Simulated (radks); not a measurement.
Initial-state core-level shifts of neutral germanium when its valence configuration changes from [Ar] 3d10 4s2 4p2. Calculated with a radial shooting solver on a logarithmic mesh with Libxc functionals: scalar-relativistic Kohn-Sham, LDA (Slater exchange, Perdew-Wang correlation), spin-polarised, spherical densities, point nucleus; open shells are filled with parallel spins first. Shifts are changes of the shell-averaged eigenvalues in eV (positive: less bound).

valence               1s       2s       3s       3p
3d10 4s1 4p3      -1.271   -1.220   -1.306   -1.300
3d9 4s2 4p3      -11.421  -12.608  -10.407  -10.185
3d8 4s1 4p5      -25.716  -28.244  -23.145  -22.683
3d8 4s2 4p4      -24.155  -26.705  -21.602  -21.150
3d10 4p4          -3.488   -3.366   -3.467   -3.454
3d9.5 4s2 4p2.5   -5.603   -6.170   -5.155   -5.045
3d8 4p6          -27.245  -29.741  -24.662  -24.194
3d9 4s1 4p4      -13.146  -14.292  -12.121  -11.889
